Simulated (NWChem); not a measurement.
Molecule: CH₄BFO₂; SMILES OCB(F)O

```xyz
9

O      0.1177     1.9500     0.1633
C     -0.7302     0.8598    -0.1048
B     -0.0417    -0.5504     0.0059
O     -0.7564    -1.6891     0.0648
F      1.2991    -0.6159     0.0005
H      0.9865     1.7423    -0.1954
H     -1.2031     0.9309    -1.1110
H     -1.5783     0.9007     0.6000
H     -0.2051    -2.4798     0.0924
```
Atoms are numbered in this order, from 1.

Results from NWChem. The geometry was optimised at PBE0/def2-SVP. B3LYP is NWChem's, with the RPA form of VWN correlation. Vzz is the largest principal value of the second derivative of the potential at the nucleus (NWChem prints the opposite sign); η is the asymmetry. Non-relativistic.

Q: Estimate the computed values for B3LYP/cc-pVTZ. Quantities: Vzz O1 (a.u.); η O1; Vzz B3 (a.u.); η B3; Vzz O4 (a.u.); η O4.

A: 
```json
{
 "Vzz O1 (a.u.)": "-1.923",
 "η O1": "0.88",
 "Vzz B3 (a.u.)": "0.370",
 "η B3": "0.75",
 "Vzz O4 (a.u.)": "1.289",
 "η O4": "0.06"
}
```
